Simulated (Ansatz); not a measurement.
CH5BFIn (`[BH2][InH][CH2]F`), charge 0, multiplicity 1.

**Question.** Give a relaxed structure at PBE0-D4/def2-TZVP (Ansatz 0.2.0). (An estimate is asked.)

**Answer.** Ansatz gave: 
Cartesian coordinates in Å:
```
B -0.756 -1.411 1.500
In -0.783 -0.008 -0.234
C 1.004 1.030 -0.954
F 2.136 0.715 -0.205
H -0.549 -2.582 1.359
H -0.940 -1.032 2.620
H -2.180 0.405 -1.179
H 1.207 0.769 -1.998
H 0.861 2.115 -0.910
```
Point group Cs.
This is one stationary point; other conformers may exist.
